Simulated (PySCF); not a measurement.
Telling isomers of CH$_{10}$N$_{2}$OSi$_{3}$ apart by NMR

Computational details: shielding tensors at PBE0/pcSseg-1 (GIAO), GFN2-xTB structure, in PySCF 2.14 (single conformer, in vacuum, fast rotation and ring inversion assumed for equivalent nuclei, non-relativistic).

Scale: TMS for 1H (σ = 31.72 ppm), 13C (σ = 186.93 ppm) (reference shieldings calculated alike). Where no couplings were computed, multiplicities follow the n + 1 count of equivalent neighbours, and m marks all less simple cases (inequivalent or close neighbours, rings, F or P nearby). Shifts are as computed. Against solution values, carbons near 30 ppm lie about +3 ppm off and those near 130 ppm about +5 ppm. Of 1211 compounds with measured shifts, 218 miss one by over three times the rms of a fit or turn the order of signals round; such compounds aren't used in these exercises. OH and NH positions are gas-phase values without hydrogen bonding to other molecules.

(1) Tabulate the signals of `N[SiH2]O[Si@@H]1CN[SiH2]1`, `N[Si@@H]1N[SiH2]CO[SiH2]1`, `CN[Si@@H]1[SiH2]O[Si@H]1N` and their relative energies.

(2) What is the quickest way to tell N[Si@@H]1N[SiH2]CO[SiH2]1 from CN[Si@@H]1[SiH2]O[Si@H]1N?

(3) What is the quickest way to tell N[SiH2]O[Si@@H]1CN[SiH2]1 from CN[Si@@H]1[SiH2]O[Si@H]1N?

(4) What is the quickest way to tell N[SiH2]O[Si@@H]1CN[SiH2]1 from N[Si@@H]1N[SiH2]CO[SiH2]1?

## Answers

(1) 
```json
{"SMILES": "N[SiH2]O[Si@@H]1CN[SiH2]1", "carbon types": "1×CH2", "δC": "53.6", "δH": "5.98 (m, 1H), 5.90 (m, 1H), 5.54 (m, 1H), 5.37 (d, 1H), 5.18 (d, 1H), 3.75 (m, 1H), 3.70 (m, 1H), 0.29 (br s, 2H), -0.27 (br s, 1H)", "E rel. (kcal/mol)": "0.0"}
{"SMILES": "N[Si@@H]1N[SiH2]CO[SiH2]1", "carbon types": "1×CH2", "δC": "56.4", "δH": "5.90 (m, 1H), 5.32 (m, 1H), 5.30 (m, 1H), 5.16 (m, 1H), 4.80 (m, 1H), 3.93 (m, 1H), 3.77 (m, 1H), 0.17 (br s, 2H), -0.13 (br s, 1H)", "E rel. (kcal/mol)": "4.7"}
{"SMILES": "CN[Si@@H]1[SiH2]O[Si@H]1N", "carbon types": "1×CH3", "δC": "36.1", "δH": "6.43 (m, 1H), 5.88 (m, 1H), 5.85 (m, 1H), 5.76 (m, 1H), 2.79 (s, 3H), 0.21 (br s, 2H), -0.04 (br s, 1H)", "E rel. (kcal/mol)": "1.3"}
```

Energies are electronic energies at PBE0/pcSseg-1 on these geometries, without zero-point or thermal terms, each for the one conformer computed, which needn't be the lowest.

(2) Both give the same number of carbon signals, but DEPT or the intensities differ. The first has an sp3 CH2 bonded to O and Si at 56.4 ppm, the second a methyl carbon bonded to N (CH3) at 36.1 ppm. In the proton spectra the most deshielded non-exchanging signals are 5.90 (m, 1H) and 6.43 (m, 1H).

(3) Both give the same number of carbon signals, but DEPT or the intensities differ. The first has an sp3 CH2 bonded to N and Si at 53.6 ppm, the second a methyl carbon bonded to N (CH3) at 36.1 ppm. In the proton spectra the most deshielded non-exchanging signals are 5.98 (m, 1H) and 6.43 (m, 1H).

(4) Both give the same number of carbon signals, with the same numbers of each carbon type, so the positions decide. The first has an sp3 CH2 bonded to N and Si at 53.6 ppm, the second an sp3 CH2 bonded to O and Si at 56.4 ppm.
